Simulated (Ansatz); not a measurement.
# Molecular dynamics of H10OSi4

Input file:

```yaml
crystal:
  periodic: [false, false, false]
  atoms:
    - { symbol: Si, position_ang: [0.024749, -0.004592, 0.00266] }
    - { symbol: O, position_ang: [0.096422, -0.312579, 1.689896] }
    - { symbol: Si, position_ang: [-1.392712, -0.52602, 2.484294] }
    - { symbol: H, position_ang: [-2.165377, -1.617429, 1.92062] }
    - { symbol: H, position_ang: [-1.087442, -0.818534, 3.865645] }
    - { symbol: H, position_ang: [-2.213603, 0.669178, 2.420166] }
    - { symbol: Si, position_ang: [2.163267, -0.026932, -0.73888] }
    - { symbol: H, position_ang: [2.820678, -1.278473, -0.441407] }
    - { symbol: H, position_ang: [2.19361, 0.158498, -2.171637] }
    - { symbol: H, position_ang: [2.938684, 1.037359, -0.145214] }
    - { symbol: Si, position_ang: [-1.041835, 1.932556, -0.529027] }
    - { symbol: H, position_ang: [-2.476397, 1.818157, -0.399491] }
    - { symbol: H, position_ang: [-0.610915, 3.02674, 0.309984] }
    - { symbol: H, position_ang: [-0.755796, 2.294876, -1.898478] }
    - { symbol: H, position_ang: [-0.703031, -1.084905, -0.650532] }
basis:
  gaussian: { orbitals: STO-3G }
hamiltonian:
  xc: b3lyp
  dispersion: d4
md:
  timestep: 0.5
  n_steps: 250
  ensemble: nvt_nose_hoover
  temperature: 100.0
  initial_velocities: maxwell_boltzmann
  seed: 984246
```

Run as:

```bash
$ ansatz run input.yaml --threads 1 --pin off --max-ram 2048MiB --backend cpu --events-out ev --progress --plain --runs-dir out
```

It starts from a relaxed structure.

Output, in part (one step line in 3, the closing report, with atoms numbered from 0):

```
md step     0: t =     0.00 fs  T =   100.0 K  F+E_penalty+E_count = -33329.42026477 eV  E_kin = 0.168038 eV  conserved = -33329.25222677 eV  (21 SCF iters)
md step     3: t =     1.50 fs  T =    89.5 K  F+E_penalty+E_count = -33329.40250140 eV  E_kin = 0.150451 eV  conserved = -33329.25205132 eV  (18 SCF iters)
md step     6: t =     3.00 fs  T =    70.5 K  F+E_penalty+E_count = -33329.37022198 eV  E_kin = 0.118404 eV  conserved = -33329.25182596 eV  (19 SCF iters)
md step     9: t =     4.50 fs  T =    59.3 K  F+E_penalty+E_count = -33329.35156841 eV  E_kin = 0.099708 eV  conserved = -33329.25188734 eV  (19 SCF iters)
md step    12: t =     6.00 fs  T =    52.6 K  F+E_penalty+E_count = -33329.34030900 eV  E_kin = 0.088331 eV  conserved = -33329.25203973 eV  (19 SCF iters)
md step    15: t =     7.50 fs  T =    40.1 K  F+E_penalty+E_count = -33329.31922937 eV  E_kin = 0.067409 eV  conserved = -33329.25192718 eV  (18 SCF iters)
md step    18: t =     9.00 fs  T =    30.5 K  F+E_penalty+E_count = -33329.30272076 eV  E_kin = 0.051173 eV  conserved = -33329.25170316 eV  (19 SCF iters)
md step    21: t =    10.50 fs  T =    39.0 K  F+E_penalty+E_count = -33329.31717212 eV  E_kin = 0.065586 eV  conserved = -33329.25180705 eV  (19 SCF iters)
md step    24: t =    12.00 fs  T =    58.2 K  F+E_penalty+E_count = -33329.34961760 eV  E_kin = 0.097865 eV  conserved = -33329.25209139 eV  (19 SCF iters)
md step    27: t =    13.50 fs  T =    67.7 K  F+E_penalty+E_count = -33329.36537652 eV  E_kin = 0.113804 eV  conserved = -33329.25208662 eV  (18 SCF iters)
md step    30: t =    15.00 fs  T =    67.1 K  F+E_penalty+E_count = -33329.36386273 eV  E_kin = 0.112695 eV  conserved = -33329.25188306 eV  (19 SCF iters)
md step    33: t =    16.50 fs  T =    70.3 K  F+E_penalty+E_count = -33329.36908086 eV  E_kin = 0.118124 eV  conserved = -33329.25189298 eV  (18 SCF iters)
md step    36: t =    18.00 fs  T =    76.7 K  F+E_penalty+E_count = -33329.37986419 eV  E_kin = 0.128956 eV  conserved = -33329.25210098 eV  (19 SCF iters)
md step    39: t =    19.50 fs  T =    71.8 K  F+E_penalty+E_count = -33329.37135074 eV  E_kin = 0.120714 eV  conserved = -33329.25210642 eV  (19 SCF iters)
md step    42: t =    21.00 fs  T =    55.7 K  F+E_penalty+E_count = -33329.34368062 eV  E_kin = 0.093562 eV  conserved = -33329.25183693 eV  (19 SCF iters)
md step    45: t =    22.50 fs  T =    47.5 K  F+E_penalty+E_count = -33329.32957863 eV  E_kin = 0.079762 eV  conserved = -33329.25174762 eV  (22 SCF iters)
md step    48: t =    24.00 fs  T =    53.6 K  F+E_penalty+E_count = -33329.33994851 eV  E_kin = 0.090132 eV  conserved = -33329.25197931 eV  (19 SCF iters)
md step    51: t =    25.50 fs  T =    58.2 K  F+E_penalty+E_count = -33329.34747523 eV  E_kin = 0.097846 eV  conserved = -33329.25207508 eV  (19 SCF iters)
md step    54: t =    27.00 fs  T =    54.0 K  F+E_penalty+E_count = -33329.33990070 eV  E_kin = 0.090756 eV  conserved = -33329.25189247 eV  (20 SCF iters)
md step    57: t =    28.50 fs  T =    53.3 K  F+E_penalty+E_count = -33329.33829429 eV  E_kin = 0.089532 eV  conserved = -33329.25181243 eV  (19 SCF iters)
md step    60: t =    30.00 fs  T =    61.6 K  F+E_penalty+E_count = -33329.35204170 eV  E_kin = 0.103435 eV  conserved = -33329.25200332 eV  (19 SCF iters)
md step    63: t =    31.50 fs  T =    65.2 K  F+E_penalty+E_count = -33329.35793638 eV  E_kin = 0.109608 eV  conserved = -33329.25213683 eV  (19 SCF iters)
md step    66: t =    33.00 fs  T =    55.0 K  F+E_penalty+E_count = -33329.34012392 eV  E_kin = 0.092387 eV  conserved = -33329.25195339 eV  (19 SCF iters)
md step    69: t =    34.50 fs  T =    43.9 K  F+E_penalty+E_count = -33329.32104303 eV  E_kin = 0.073847 eV  conserved = -33329.25175621 eV  (22 SCF iters)
md step    72: t =    36.00 fs  T =    46.1 K  F+E_penalty+E_count = -33329.32440209 eV  E_kin = 0.077403 eV  conserved = -33329.25188942 eV  (19 SCF iters)
md step    75: t =    37.50 fs  T =    52.4 K  F+E_penalty+E_count = -33329.33487060 eV  E_kin = 0.088093 eV  conserved = -33329.25206239 eV  (19 SCF iters)
md step    78: t =    39.00 fs  T =    50.8 K  F+E_penalty+E_count = -33329.33160071 eV  E_kin = 0.085372 eV  conserved = -33329.25194891 eV  (19 SCF iters)
md step    81: t =    40.50 fs  T =    48.7 K  F+E_penalty+E_count = -33329.32741876 eV  E_kin = 0.081776 eV  conserved = -33329.25179320 eV  (19 SCF iters)
md step    84: t =    42.00 fs  T =    56.8 K  F+E_penalty+E_count = -33329.34073861 eV  E_kin = 0.095462 eV  conserved = -33329.25190393 eV  (18 SCF iters)
md step    87: t =    43.50 fs  T =    67.1 K  F+E_penalty+E_count = -33329.35768823 eV  E_kin = 0.112797 eV  conserved = -33329.25211410 eV  (18 SCF iters)
md step    90: t =    45.00 fs  T =    64.4 K  F+E_penalty+E_count = -33329.35235903 eV  E_kin = 0.108175 eV  conserved = -33329.25206435 eV  (19 SCF iters)
md step    93: t =    46.50 fs  T =    51.9 K  F+E_penalty+E_count = -33329.33058674 eV  E_kin = 0.087223 eV  conserved = -33329.25183380 eV  (22 SCF iters)
md step    96: t =    48.00 fs  T =    45.8 K  F+E_penalty+E_count = -33329.31983050 eV  E_kin = 0.076973 eV  conserved = -33329.25183373 eV  (19 SCF iters)
md step    99: t =    49.50 fs  T =    46.6 K  F+E_penalty+E_count = -33329.32083810 eV  E_kin = 0.078316 eV  conserved = -33329.25200625 eV  (19 SCF iters)
md step   102: t =    51.00 fs  T =    42.8 K  F+E_penalty+E_count = -33329.31387512 eV  E_kin = 0.071913 eV  conserved = -33329.25196287 eV  (19 SCF iters)
md step   105: t =    52.50 fs  T =    37.3 K  F+E_penalty+E_count = -33329.30392289 eV  E_kin = 0.062622 eV  conserved = -33329.25177328 eV  (19 SCF iters)
md step   108: t =    54.00 fs  T =    43.3 K  F+E_penalty+E_count = -33329.31352233 eV  E_kin = 0.072690 eV  conserved = -33329.25179071 eV  (19 SCF iters)
md step   111: t =    55.50 fs  T =    59.4 K  F+E_penalty+E_count = -33329.34018708 eV  E_kin = 0.099788 eV  conserved = -33329.25201546 eV  (18 SCF iters)
md step   114: t =    57.00 fs  T =    69.3 K  F+E_penalty+E_count = -33329.35600112 eV  E_kin = 0.116382 eV  conserved = -33329.25209812 eV  (19 SCF iters)
md step   117: t =    58.50 fs  T =    66.6 K  F+E_penalty+E_count = -33329.35037205 eV  E_kin = 0.111845 eV  conserved = -33329.25193043 eV  (22 SCF iters)
md step   120: t =    60.00 fs  T =    62.5 K  F+E_penalty+E_count = -33329.34256184 eV  E_kin = 0.104985 eV  conserved = -33329.25186274 eV  (19 SCF iters)
md step   123: t =    61.50 fs  T =    61.6 K  F+E_penalty+E_count = -33329.34044501 eV  E_kin = 0.103585 eV  conserved = -33329.25201859 eV  (19 SCF iters)
md step   126: t =    63.00 fs  T =    53.7 K  F+E_penalty+E_count = -33329.32623609 eV  E_kin = 0.090196 eV  conserved = -33329.25203865 eV  (19 SCF iters)
md step   129: t =    64.50 fs  T =    37.3 K  F+E_penalty+E_count = -33329.29788532 eV  E_kin = 0.062731 eV  conserved = -33329.25182531 eV  (19 SCF iters)
md step   132: t =    66.00 fs  T =    28.0 K  F+E_penalty+E_count = -33329.28158695 eV  E_kin = 0.047032 eV  conserved = -33329.25170448 eV  (18 SCF iters)
md step   135: t =    67.50 fs  T =    34.7 K  F+E_penalty+E_count = -33329.29258801 eV  E_kin = 0.058369 eV  conserved = -33329.25184529 eV  (18 SCF iters)
md step   138: t =    69.00 fs  T =    47.6 K  F+E_penalty+E_count = -33329.31368619 eV  E_kin = 0.079979 eV  conserved = -33329.25200268 eV  (19 SCF iters)
md step   141: t =    70.50 fs  T =    55.1 K  F+E_penalty+E_count = -33329.32529064 eV  E_kin = 0.092517 eV  conserved = -33329.25192546 eV  (22 SCF iters)
md step   144: t =    72.00 fs  T =    61.7 K  F+E_penalty+E_count = -33329.33544778 eV  E_kin = 0.103753 eV  conserved = -33329.25182451 eV  (19 SCF iters)
md step   147: t =    73.50 fs  T =    73.8 K  F+E_penalty+E_count = -33329.35471941 eV  E_kin = 0.124027 eV  conserved = -33329.25197473 eV  (18 SCF iters)
md step   150: t =    75.00 fs  T =    80.5 K  F+E_penalty+E_count = -33329.36482101 eV  E_kin = 0.135327 eV  conserved = -33329.25212026 eV  (19 SCF iters)
md step   153: t =    76.50 fs  T =    71.4 K  F+E_penalty+E_count = -33329.34804598 eV  E_kin = 0.120012 eV  conserved = -33329.25199090 eV  (19 SCF iters)
md step   156: t =    78.00 fs  T =    55.4 K  F+E_penalty+E_count = -33329.31976663 eV  E_kin = 0.093023 eV  conserved = -33329.25179913 eV  (19 SCF iters)
md step   159: t =    79.50 fs  T =    46.4 K  F+E_penalty+E_count = -33329.30391439 eV  E_kin = 0.078034 eV  conserved = -33329.25181731 eV  (18 SCF iters)
md step   162: t =    81.00 fs  T =    43.9 K  F+E_penalty+E_count = -33329.29892793 eV  E_kin = 0.073720 eV  conserved = -33329.25194949 eV  (19 SCF iters)
md step   165: t =    82.50 fs  T =    38.7 K  F+E_penalty+E_count = -33329.28935564 eV  E_kin = 0.064947 eV  conserved = -33329.25190280 eV  (22 SCF iters)
md step   168: t =    84.00 fs  T =    34.3 K  F+E_penalty+E_count = -33329.28114606 eV  E_kin = 0.057568 eV  conserved = -33329.25173256 eV  (19 SCF iters)
md step   171: t =    85.50 fs  T =    42.3 K  F+E_penalty+E_count = -33329.29395377 eV  E_kin = 0.071010 eV  conserved = -33329.25179257 eV  (18 SCF iters)
md step   174: t =    87.00 fs  T =    58.3 K  F+E_penalty+E_count = -33329.32010985 eV  E_kin = 0.097901 eV  conserved = -33329.25200717 eV  (18 SCF iters)
md step   177: t =    88.50 fs  T =    66.6 K  F+E_penalty+E_count = -33329.33299840 eV  E_kin = 0.111974 eV  conserved = -33329.25202374 eV  (19 SCF iters)
md step   180: t =    90.00 fs  T =    65.2 K  F+E_penalty+E_count = -33329.32911065 eV  E_kin = 0.109482 eV  conserved = -33329.25188355 eV  (19 SCF iters)
md step   183: t =    91.50 fs  T =    64.0 K  F+E_penalty+E_count = -33329.32585510 eV  E_kin = 0.107482 eV  conserved = -33329.25184114 eV  (18 SCF iters)
md step   186: t =    93.00 fs  T =    66.2 K  F+E_penalty+E_count = -33329.32847450 eV  E_kin = 0.111210 eV  conserved = -33329.25195902 eV  (19 SCF iters)
md step   189: t =    94.50 fs  T =    63.6 K  F+E_penalty+E_count = -33329.32286017 eV  E_kin = 0.106791 eV  conserved = -33329.25199485 eV  (22 SCF iters)
md step   192: t =    96.00 fs  T =    53.8 K  F+E_penalty+E_count = -33329.30523030 eV  E_kin = 0.090431 eV  conserved = -33329.25182582 eV  (19 SCF iters)
md step   195: t =    97.50 fs  T =    48.8 K  F+E_penalty+E_count = -33329.29576199 eV  E_kin = 0.081986 eV  conserved = -33329.25174430 eV  (19 SCF iters)
md step   198: t =    99.00 fs  T =    54.3 K  F+E_penalty+E_count = -33329.30415621 eV  E_kin = 0.091176 eV  conserved = -33329.25189848 eV  (19 SCF iters)
md step   201: t =   100.50 fs  T =    59.6 K  F+E_penalty+E_count = -33329.31213732 eV  E_kin = 0.100126 eV  conserved = -33329.25199546 eV  (19 SCF iters)
md step   204: t =   102.00 fs  T =    57.2 K  F+E_penalty+E_count = -33329.30695666 eV  E_kin = 0.096122 eV  conserved = -33329.25190267 eV  (19 SCF iters)
md step   207: t =   103.50 fs  T =    53.2 K  F+E_penalty+E_count = -33329.29908258 eV  E_kin = 0.089348 eV  conserved = -33329.25180705 eV  (19 SCF iters)
md step   210: t =   105.00 fs  T =    54.1 K  F+E_penalty+E_count = -33329.29977603 eV  E_kin = 0.090945 eV  conserved = -33329.25187079 eV  (19 SCF iters)
md step   213: t =   106.50 fs  T =    55.3 K  F+E_penalty+E_count = -33329.30087776 eV  E_kin = 0.092933 eV  conserved = -33329.25197509 eV  (22 SCF iters)
md step   216: t =   108.00 fs  T =    49.5 K  F+E_penalty+E_count = -33329.29008967 eV  E_kin = 0.083177 eV  conserved = -33329.25188628 eV  (20 SCF iters)
md step   219: t =   109.50 fs  T =    43.0 K  F+E_penalty+E_count = -33329.27826213 eV  E_kin = 0.072314 eV  conserved = -33329.25173062 eV  (19 SCF iters)
md step   222: t =   111.00 fs  T =    46.9 K  F+E_penalty+E_count = -33329.28398624 eV  E_kin = 0.078756 eV  conserved = -33329.25178583 eV  (20 SCF iters)
md step   225: t =   112.50 fs  T =    57.6 K  F+E_penalty+E_count = -33329.30127065 eV  E_kin = 0.096813 eV  conserved = -33329.25192030 eV  (19 SCF iters)
md step   228: t =   114.00 fs  T =    65.3 K  F+E_penalty+E_count = -33329.31319663 eV  E_kin = 0.109797 eV  conserved = -33329.25192238 eV  (19 SCF iters)
md step   231: t =   115.50 fs  T =    69.0 K  F+E_penalty+E_count = -33329.31816620 eV  E_kin = 0.115969 eV  conserved = -33329.25185105 eV  (18 SCF iters)
md step   234: t =   117.00 fs  T =    73.4 K  F+E_penalty+E_count = -33329.32433206 eV  E_kin = 0.123297 eV  conserved = -33329.25185917 eV  (19 SCF iters)
md step   237: t =   118.50 fs  T =    77.3 K  F+E_penalty+E_count = -33329.32981952 eV  E_kin = 0.129890 eV  conserved = -33329.25197070 eV  (19 SCF iters)
md step   240: t =   120.00 fs  T =    72.7 K  F+E_penalty+E_count = -33329.32093219 eV  E_kin = 0.122184 eV  conserved = -33329.25197917 eV  (19 SCF iters)
md step   243: t =   121.50 fs  T =    59.1 K  F+E_penalty+E_count = -33329.29685815 eV  E_kin = 0.099277 eV  conserved = -33329.25182633 eV  (18 SCF iters)
md step   246: t =   123.00 fs  T =    47.2 K  F+E_penalty+E_count = -33329.27610112 eV  E_kin = 0.079387 eV  conserved = -33329.25175168 eV  (19 SCF iters)
md step   249: t =   124.50 fs  T =    43.3 K  F+E_penalty+E_count = -33329.26894046 eV  E_kin = 0.072840 eV  conserved = -33329.25180456 eV  (20 SCF iters)
md step   250: t =   125.00 fs  T =    43.3 K  F+E_penalty+E_count = -33329.26871044 eV  E_kin = 0.072807 eV  conserved = -33329.25182082 eV  (22 SCF iters)
Total energy: -33329.26894804 eV, -1224.8280424507 hartree
Atom 0 at    -0.018474     0.000805    -0.002453 Å, force     0.709739     0.016890    -0.483512 eV/Å
Atom 1 at     0.069002    -0.201692     1.693829 Å, force    -0.110779    -0.289723     0.027270 eV/Å
Atom 2 at    -1.372145    -0.624979     2.492943 Å, force     0.022869     0.539885     0.546506 eV/Å
Atom 3 at    -2.175981    -1.615432     1.804911 Å, force    -0.007478    -0.003589    -0.053395 eV/Å
Atom 4 at    -0.987796    -1.114576     3.802759 Å, force    -0.011434    -0.104942    -0.164948 eV/Å
Atom 5 at    -2.167996     0.578133     2.728862 Å, force    -0.033908    -0.287886    -0.184423 eV/Å
Atom 6 at     2.141418    -0.029357    -0.707084 Å, force    -0.025270     0.007621     0.288062 eV/Å
Atom 7 at     2.942692    -0.916873     0.089802 Å, force     0.088264    -0.075143     0.245800 eV/Å
Atom 8 at     2.321486    -0.504007    -2.052668 Å, force    -0.172504     0.125275    -0.264867 eV/Å
Atom 9 at     2.705990     1.290808    -0.589100 Å, force     0.144383     0.076918    -0.115488 eV/Å
Atom 10 at    -0.998064     1.979569    -0.572954 Å, force    -0.245470    -0.769197    -0.238537 eV/Å
Atom 11 at    -2.174047     2.153135     0.245953 Å, force    -0.125984     0.219937    -0.162840 eV/Å
Atom 12 at    -0.128765     3.092137    -0.414960 Å, force     0.420815     0.432495     0.390654 eV/Å
Atom 13 at    -1.316215     2.009872    -1.980694 Å, force    -0.308228    -0.143991     0.009454 eV/Å
Atom 14 at    -0.623291    -1.163223    -0.648139 Å, force    -0.345015     0.255451     0.160265 eV/Å
Dipole moment:    -0.225350    -0.038503    -0.082365 e Å
```

The run went to its last step. The conserved energy stayed within 0.036 meV per atom of its start (net change 0.027 meV per atom), so the integration is sound. The mean temperature of the second half is 45 % below the set value. A run of 0.12 ps of so small a system gives no equilibrium averages. Limits of this set-up: minimal basis.

The same pairs are bonded in the first frame and the last. Pairs count as bonded within 1.25 times the sum of covalent radii (0.12 Å more for H–H).

Last frame:

```xyz
15
Properties=species:S:1:pos:R:3
Si -0.018 0.001 -0.003
O 0.069 -0.202 1.694
Si -1.372 -0.625 2.493
H -2.176 -1.615 1.805
H -0.988 -1.115 3.803
H -2.168 0.578 2.729
Si 2.141 -0.029 -0.707
H 2.943 -0.917 0.090
H 2.321 -0.504 -2.053
H 2.706 1.291 -0.589
Si -0.998 1.980 -0.573
H -2.174 2.153 0.246
H -0.129 3.092 -0.415
H -1.316 2.010 -1.981
H -0.623 -1.163 -0.648
```

Run time: 15 min on 1 thread of Arm Neoverse V2, on a shared host, peak memory 0.13 GiB.
